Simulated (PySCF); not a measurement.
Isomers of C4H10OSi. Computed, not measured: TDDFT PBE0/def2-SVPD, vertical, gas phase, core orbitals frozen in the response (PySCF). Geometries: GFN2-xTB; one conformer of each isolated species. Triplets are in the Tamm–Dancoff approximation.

A. `CCO[C@@H]1[SiH2]C1`
B. `C=C[C@@H](C)[SiH2]O`
C. `CO[C@@H]1C[C@@H]1[SiH3]`

Lowest singlet levels (six at most, fewer where fewer were computed) with oscillator strengths:

1. 6.32 eV (f 0.238); 6.51 eV (f 0.024); 6.87 eV (f 0.009); 7.40 eV (f 0.026); 7.44 eV (f 0.051); 7.48 eV (f 0.049); T1 4.22 eV
2. 6.94 eV (f 0.013); 7.30 eV (f 0.012); 7.45 eV (f 0.002); 7.60 eV (f 0.005); 7.64 eV (f 0.025); 7.80 eV (f 0.014); T1 6.79 eV
3. 5.64 eV (f 0.150); 5.88 eV (f 0.016); 6.15 eV (f 0.007); 6.28 eV (f 0.089); 6.72 eV (f 0.003); 6.91 eV (f 0.003); T1 4.40 eV

Problem. Which spectrum belongs to which structure?

Solution. 1 = B, 2 = C, 3 = A.
- A: S1 at 5.64 eV, HOMO→LUMO (91%); Löwdin shares by element: HOMO carbon 34% or more, silicon 25%, oxygen 24% (atoms not listed hold the other 17%); LUMO silicon 36%, hydrogen 22% or more, carbon 11% or more (atoms not listed hold the other 31%); HOMO -6.34 and LUMO 0.16 eV.
- B: S1 at 6.32 eV, HOMO→LUMO (90%); Löwdin shares by element: HOMO carbon 66% or more, silicon 11% (atoms not listed hold the other 23%); LUMO carbon 64% or more, silicon 8% (atoms not listed hold the other 28%); HOMO -7.23 and LUMO -0.19 eV.
- C: S1 at 6.94 eV, HOMO→LUMO (94%); Löwdin shares by element: HOMO oxygen 40%, carbon 38% or more (atoms not listed hold the other 23%); LUMO carbon 31% or more, silicon 17% (atoms not listed hold the other 52%); HOMO -7.38 and LUMO 0.71 eV.
